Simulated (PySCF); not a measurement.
trans-dichloroethylene (C2H2Cl2), SMILES C(=C\Cl)/Cl.

Coordinates come from a TPSSh-D3(BJ)/def2-SVP optimisation.

Method: r2SCAN/def2-TZVPD (PySCF).

- total energy = -997.73608 hartree
- point group = C2h
- highest occupied level = -6.47 eV
- lowest empty level = -1.59 eV
- orbital gap = 4.88 eV
- dipole moment = 0.00 D
- quadrupole, principal values (traceless, Buckingham form, about the centre of nuclear charge) = -3.12, -1.64, 4.75 D·Å
- mean static polarisability = 57.3 bohr³ (8.49 Å³)
- polarisability, principal values = 38.8, 46.7, 86.5 bohr³
